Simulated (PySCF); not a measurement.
Molecule: `C1CCC(OC)C1`, C6H12O.

Cartesian coordinates in Å; atom numbers follow the order of the lines, from 1:
```xyz
19

C     2.6869   -0.5552    0.0471
O     1.5980    0.1735    0.5165
C     0.5742    0.3466   -0.4326
C    -0.2044   -0.9574   -0.7254
C    -1.6818   -0.5728   -0.6614
C    -1.7116    0.4895    0.4340
C    -0.4684    1.3266    0.1330
H     3.4497   -0.5700    0.8385
H     3.1303   -0.0960   -0.8598
H     2.4273   -1.6032   -0.2004
H     1.0211    0.7492   -1.3645
H     0.0826   -1.4410   -1.6709
H     0.0268   -1.6608    0.0919
H    -2.3419   -1.4314   -0.4649
H    -2.0047   -0.1302   -1.6198
H    -2.6401    1.0797    0.4502
H    -1.6130    0.0067    1.4208
H    -0.0506    1.8409    1.0097
H    -0.7037    2.0949   -0.6200
```

Geometry PBE0-D3(BJ)/def2-SVP throughout; GIAO in PySCF, gas phase, one conformer, non-relativistic; equivalent atoms averaged; basis pcSseg-1.

For orientation, mPW1PW91 gives these shifts δ (against TMS, H2O at the same level): C3 82.4, C4/C7 36.6, C5/C6 29.0, O2 54.4, H8/H9/H10 3.10, H12/H19 1.80, H14/H17 1.59, H13/H18 1.48, H15/H16 1.31 ppm.

A run gave: C3 71.4, C4/C7 32.7, C5/C6 25.3, O2 22.0, H8/H9/H10 2.92, H12/H19 1.57, H14/H17 1.43, H13/H18 1.37, H15/H16 1.15 ppm (shifts δ (against TMS, H2O at the same level)).

Task: Which functional was used in that run?
A. B97-D
B. wB97X-D
C. HF
D. PBE0

Result: C. C3 tells them apart best: HF gives 71.4, PBE0 gives 82.5, B97-D gives 84.8, wB97X-D gives 82.0 ppm.
